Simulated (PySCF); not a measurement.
**Polarisability and C₆ of Cl²⁺ (chlorine, charge +2)**

[Ne] 3s2 3p3, high-spin 4S determinant. Computed with PySCF 2.14 in aug-cc-pCVTZ-DK, with scalar relativity by spin-free X2C-1e. Coupled (time-dependent) response in atomic units; α is the mean over directions.

```json
{"method": "UHF", "mean α (bohr³)": "5.935", "C₆ (like pair)": "21.14", "S(−4)": "11.14"}
{"method": "PBE", "mean α (bohr³)": "5.850", "C₆ (like pair)": "20.87", "S(−4)": "9.967"}
{"method": "PBE0", "mean α (bohr³)": "5.836", "C₆ (like pair)": "20.78", "S(−4)": "10.02"}
{"method": "B3LYP", "mean α (bohr³)": "5.820", "C₆ (like pair)": "20.71", "S(−4)": "9.817"}
{"method": "PW91", "mean α (bohr³)": "5.849", "C₆ (like pair)": "20.84", "S(−4)": "9.994"}
```

S(−4) is the Cauchy moment in α(ω) = α(0) + S(−4) ω² + …

α(iu) at B3LYP:

```tsv
u (hartree)	α(iu) (bohr³)
0	5.820
0.0500	5.795
0.100	5.724
0.200	5.457
0.300	5.071
0.500	4.160
0.750	3.111
1.00	2.320
1.50	1.373
2.00	0.8949
3.00	0.4714
5.00	0.2097
```

A single London oscillator, α(iu) = α/(1 + u²/ω²), gives C₆ = (3/4) ω α². Matching the computed C₆ needs ω = 4 × 20.71 / (3 × 5.820²) = 0.815 hartree.

For an ion, C₆ is the dispersion term alone; charge-induced terms of lower order in 1/R come first.
